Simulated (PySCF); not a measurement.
PySCF job for C₂H₉NOSi₂, SMILES C=CO[SiH2]N[SiH3], TDA-PBE/def2-SVPD. Coordinates come from a B3LYP-D3(BJ)/def2-SVP optimisation. The structure was generated by enumeration, and PubChem lists no compound with its InChIKey, so it may never have been made. Other conformers were not sampled.

```python
import numpy as np
from pyscf import gto, scf, dft, tdscf

mol = gto.M(
    atom='''
    C     3.28876533    0.28981877    0.63279377
    C     1.97197192    0.16263858    0.45505528
    O     1.41816621   -0.81815145   -0.30354901
    Si   -0.14270074   -0.84671256   -0.93059729
    N    -1.32986997   -0.39280581    0.24811852
    Si   -2.21804082    1.10503819    0.42000707
    H     3.67604333    1.08418206    1.27210423
    H     3.99100300   -0.39481826    0.15201917
    H     1.25920522    0.84280631    0.94184314
    H    -0.31014304   -2.25402707   -1.36192212
    H    -0.26254763    0.11775868   -2.05466004
    H    -1.49071895   -1.08064758    0.98362386
    H    -3.69278094    0.87324472    0.41553386
    H    -1.84286223    1.96988464   -0.73121871
    H    -1.87748011    1.80516560    1.69540769
    ''',
    basis='def2-SVPD',
    charge=0,
    spin=0,
    max_memory=1600,
    verbose=4,
)
mf = dft.RKS(mol, xc='pbe').density_fit(auxbasis='def2-universal-jkfit')
mf.grids.level = 3
mf.conv_tol = 1e-9
mf.max_cycle = 100
mf.kernel()
mf.grids = dft.Grids(mol).set(level=1).build(with_non0tab=True)  # coarser grid for the response kernel
td = tdscf.TDA(mf)
td.singlet = True
td.nstates = 6
td.conv_tol = 1e-4
td.positive_eig_threshold = 1e-6
td.kernel(x0=td.get_init_guess(mf, 11))
td.analyze()
tt = tdscf.TDA(mf)
tt.singlet = False
tt.nstates = 2
tt.conv_tol = 1e-4
tt.positive_eig_threshold = 1e-6
tt.kernel(x0=tt.get_init_guess(mf, 7))
tt.analyze(verbose=3)
```

Output:

```
PySCF version 2.14.0

[INPUT] verbose = 4
[INPUT] num. atoms = 15
[INPUT] num. electrons = 64
[INPUT] charge = 0
[INPUT] spin (= nelec alpha-beta = 2S) = 0
[INPUT] symmetry False subgroup None
[INPUT] Mole.unit = angstrom
[INPUT] Symbol           X                Y                Z      unit          X                Y                Z       unit  Magmom
[INPUT]  1 C      3.288765330000   0.289818770000   0.632793770000 AA    6.214865761665   0.547678101058   1.195806918631 Bohr   0.0
[INPUT]  2 C      1.971971920000   0.162638580000   0.455055280000 AA    3.726486854133   0.307342373488   0.859929850737 Bohr   0.0
[INPUT]  3 O      1.418166210000  -0.818151450000  -0.303549010000 AA    2.679945736012  -1.546082168916  -0.573624494283 Bohr   0.0
[INPUT]  4 Si    -0.142700740000  -0.846712560000  -0.930597290000 AA   -0.269665316373  -1.600054844629  -1.758574010362 Bohr   0.0
[INPUT]  5 N     -1.329869970000  -0.392805810000   0.248118520000 AA   -2.513090024584  -0.742295401038   0.468876049232 Bohr   0.0
[INPUT]  6 Si    -2.218040820000   1.105038190000   0.420007070000 AA   -4.191489682906   2.088219536285   0.793698332681 Bohr   0.0
[INPUT]  7 H      3.676043330000   1.084182060000   1.272104230000 AA    6.946715115734   2.048807162567   2.403928596601 Bohr   0.0
[INPUT]  8 H      3.991003000000  -0.394818260000   0.152019170000 AA    7.541902632318  -0.746098380377   0.287274596984 Bohr   0.0
[INPUT]  9 H      1.259205220000   0.842806310000   0.941843140000 AA    2.379553000423   1.592673101955   1.779825586900 Bohr   0.0
[INPUT] 10 H     -0.310143040000  -2.254027070000  -1.361922120000 AA   -0.586085405040  -4.259493839656  -2.573659809787 Bohr   0.0
[INPUT] 11 H     -0.262547630000   0.117758680000  -2.054660040000 AA   -0.496143115354   0.222531653990  -3.882744754688 Bohr   0.0
[INPUT] 12 H     -1.490718950000  -1.080647580000   0.983623860000 AA   -2.817050544199  -2.042127963374   1.858779704988 Bohr   0.0
[INPUT] 13 H     -3.692780940000   0.873244720000   0.415533860000 AA   -6.978344614614   1.650193360523   0.785245190883 Bohr   0.0
[INPUT] 14 H     -1.842862230000   1.969884640000  -0.731218710000 AA   -3.482504900005   3.722542466587  -1.381803099058 Bohr   0.0
[INPUT] 15 H     -1.877480110000   1.805165600000   1.695407690000 AA   -3.547923212218   3.411268593486   3.203856203582 Bohr   0.0

nuclear repulsion = 356.676006584884
number of shells = 89
number of NR pGTOs = 297
number of NR cGTOs = 203
basis = def2-SVPD
ecp = {}


[settings echo left out]
init E= -789.98745505571
  HOMO = -0.297380503483886  LUMO = -0.0855209483005335  gap/eV = 5.76499
cycle= 1 E= -789.60162571371  delta_E= 0.386  |g|= 0.834  |ddm|= 5.66
  HOMO = -0.0977987352062843  LUMO = -0.0187163178543397  gap/eV = 2.15194
cycle= 2 E= -789.09854465463  delta_E= 0.503  |g|= 1.73  |ddm|= 2.95
  HOMO = -0.20651491139455  LUMO = -0.0350098547994797  gap/eV = 4.66689
cycle= 3 E= -789.737102527684  delta_E= -0.639  |g|= 0.231  |ddm|= 2.18
  HOMO = -0.212859498737963  LUMO = -0.035577131744867  gap/eV = 4.82410
cycle= 4 E= -789.744160692108  delta_E= -0.00706  |g|= 0.151  |ddm|= 0.449
  HOMO = -0.210122801366575  LUMO = -0.0365302047221361  gap/eV = 4.72370
cycle= 5 E= -789.749696860627  delta_E= -0.00554  |g|= 0.0412  |ddm|=  0.2
  HOMO = -0.206849915562085  LUMO = -0.0360822167389725  gap/eV = 4.64683
cycle= 6 E= -789.750149372999  delta_E= -0.000453  |g|= 0.0119  |ddm|= 0.0627
  HOMO = -0.207944109259594  LUMO = -0.0362609222381622  gap/eV = 4.67174
cycle= 7 E= -789.750185732801  delta_E= -3.64e-05  |g|= 0.00284  |ddm|= 0.0183
  HOMO = -0.208072922335597  LUMO = -0.0361420372652295  gap/eV = 4.67848
cycle= 8 E= -789.75018737917  delta_E= -1.65e-06  |g|= 0.00134  |ddm|= 0.00458
  HOMO = -0.208005159858963  LUMO = -0.0361392109895959  gap/eV = 4.67671
cycle= 9 E= -789.750187814799  delta_E= -4.36e-07  |g|= 0.000192  |ddm|= 0.00175
  HOMO = -0.208020037666711  LUMO = -0.0361444479526356  gap/eV = 4.67697
cycle= 10 E= -789.750187825403  delta_E= -1.06e-08  |g|= 4.02e-05  |ddm|= 0.000483
  HOMO = -0.208022714893653  LUMO = -0.0361472750347689  gap/eV = 4.67697
cycle= 11 E= -789.750187825907  delta_E= -5.03e-10  |g|= 1.52e-05  |ddm|= 0.000118
  HOMO = -0.208020066080487  LUMO = -0.0361454707906539  gap/eV = 4.67695
Extra cycle  E= -789.750187825838  delta_E= 6.84e-11  |g|= 2.35e-05  |ddm|= 5.82e-05
converged SCF energy = -789.750187825838
tot grids = 55736
Overwritten attributes  positive_eig_threshold  of <class 'pyscf.tdscf.rks.TDA'>


******** <class 'pyscf.tdscf.rks.TDA'> for <class 'pyscf.df.df_jk.DFRKS'> ********
nstates = 6 singlet
deg_eia_thresh = 1.000e-03
wfnsym = None
conv_tol = 0.0001
eigh lindep = 1e-12
eigh level_shift = 0
eigh max_cycle = 100


Excitation energies (eV)
[4.76996377 5.58377969 5.69433796 5.71763096 6.01950271 6.11114275]

** Singlet excitation energies and oscillator strengths **
Excited State   1:      4.76996 eV    259.93 nm  f=0.0252
      32 -> 33       -0.67001
      32 -> 34       -0.21934
Excited State   2:      5.58378 eV    222.04 nm  f=0.0005
      32 -> 34        0.22975
      32 -> 35       -0.66160
Excited State   3:      5.69434 eV    217.73 nm  f=0.0029
      31 -> 33        0.27968
      32 -> 36        0.63971
Excited State   4:      5.71763 eV    216.85 nm  f=0.0095
      31 -> 33        0.63898
      32 -> 36       -0.28668
Excited State   5:      6.01950 eV    205.97 nm  f=0.0016
      32 -> 37        0.70534
Excited State   6:      6.11114 eV    202.88 nm  f=0.0033
      32 -> 38        0.70491

** Transition electric dipole moments (AU) **
state          X           Y           Z        Dip. S.      Osc.
  1        -0.4490      0.0036     -0.1171      0.2154      0.0252
  2        -0.0329      0.0477     -0.0153      0.0036      0.0005
  3        -0.0335      0.0456     -0.1327      0.0208      0.0029
  4        -0.1937     -0.1385     -0.1057      0.0678      0.0095
  5        -0.0159     -0.0338      0.0971      0.0108      0.0016
  6         0.0953     -0.0436      0.1039      0.0218      0.0033

** Transition velocity dipole moments (imaginary part, AU) **
state          X           Y           Z        Dip. S.      Osc.
  1        -0.0408      0.0089     -0.0153      0.0020      0.0075
  2        -0.0025      0.0086     -0.0016      0.0001      0.0003
  3        -0.0066      0.0135     -0.0263      0.0009      0.0029
  4        -0.0405     -0.0210     -0.0150      0.0023      0.0073
  5        -0.0001     -0.0088      0.0188      0.0004      0.0013
  6         0.0172     -0.0020      0.0132      0.0005      0.0014

** Transition magnetic dipole moments (imaginary part, AU) **
state          X           Y           Z
  1        -0.1265     -0.2849      0.0577
  2         0.1153      0.0966      0.0123
  3        -0.1476     -0.1522      0.0322
  4        -0.4364     -0.0285      0.5132
  5        -0.1095      0.0994     -0.0436
  6        -0.0177      0.1647     -0.1628


******** <class 'pyscf.tdscf.rks.TDA'> for <class 'pyscf.df.df_jk.DFRKS'> ********
nstates = 2 triplet
deg_eia_thresh = 1.000e-03
wfnsym = None
conv_tol = 0.0001
eigh lindep = 1e-12
eigh level_shift = 0
eigh max_cycle = 100


Excitation energies (eV)
[4.19672676 4.80015915]

** Triplet excitation energies and oscillator strengths **
Excited State   1:      4.19673 eV    295.43 nm  f=0.0000
Excited State   2:      4.80016 eV    258.29 nm  f=0.0000
```

Self-consistency was reached.
